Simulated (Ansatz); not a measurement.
`C=C([SiH3])BC`, relaxed with RKS PBE-D4/def2-SVP in the Gaussian-basis code of Ansatz from a rough embedded geometry. The force threshold is 0.03 eV/Å; the program also tests the step.

Charge 0, multiplicity 1.

Start:

```xyz
14

C    -1.977    0.586    0.026
C    -0.765    0.170    0.025
Si   -0.458   -1.575    0.452
B     0.451    1.073   -0.283
C     1.960    0.624   -0.347
H    -2.869   -0.001    0.289
H    -2.229    1.652   -0.207
H    -1.721   -2.308    0.806
H     0.389   -1.700    1.634
H     0.186   -2.296   -0.677
H     0.202    2.243   -0.630
H     2.045   -0.231   -1.080
H     2.587    1.503   -0.646
H     2.199    0.260    0.639
```

| step | energy (eV) | largest force (eV/Å) | largest move (Å) |
| --- | --- | --- | --- |
| 1 | -11795.2311 | 4.255 | 0.000 |
| 2 | -11795.5788 | 1.290 | 0.114 |
| 3 | -11795.6177 | 0.765 | 0.120 |
| 4 | -11795.6345 | 0.498 | 0.200 |
| 5 | -11795.6648 | 0.231 | 0.101 |
| 6 | -11795.6665 | 0.174 | 0.047 |
| 7 | -11795.6688 | 0.083 | 0.016 |
| 8 | -11795.6698 | 0.070 | 0.057 |
| 9 | -11795.6704 | 0.058 | 0.013 |
| 10 (rejected) | -11795.6654 | 0.456 | 0.196 |
| 11 | -11795.6705 | 0.093 | 0.065 |
| 12 | -11795.6732 | 0.108 | 0.084 |
| 13 | -11795.6746 | 0.172 | 0.058 |
| 14 | -11795.6794 | 0.048 | 0.124 |
| 15 | -11795.6821 | 0.027 | 0.079 |
| 16 (rejected) | -11795.6696 | 0.532 | 0.196 |
| 17 | -11795.6827 | 0.089 | 0.083 |
| 18 (rejected) | -11795.6822 | 0.146 | 0.056 |
| 19 | -11795.6842 | 0.027 | 0.028 |
| 20 | -11795.6849 | 0.032 | 0.049 |
| 21 | -11795.6853 | 0.069 | 0.056 |
| 22 | -11795.6856 | 0.051 | 0.013 |
| 23 | -11795.6861 | 0.025 | 0.046 |
| 24 | -11795.6862 | 0.060 | 0.058 |
| 25 | -11795.6864 | 0.024 | 0.004 |

End:

```xyz
14

C    -2.012    0.656    0.064
C    -0.757    0.129    0.035
Si   -0.494   -1.715    0.359
B     0.438    1.091   -0.276
C     1.944    0.665   -0.321
H    -2.919    0.056    0.272
H    -2.179    1.733   -0.128
H    -1.811   -2.387    0.647
H     0.425   -1.926    1.535
H     0.141   -2.386   -0.832
H     0.158    2.271   -0.460
H     2.153   -0.424   -0.310
H     2.485    1.134   -1.172
H     2.426    1.104    0.587
```

Hardware: 4 threads of an Arm Neoverse N1 on a shared host. Wall time 53 s, peak host memory 0.16 GiB.
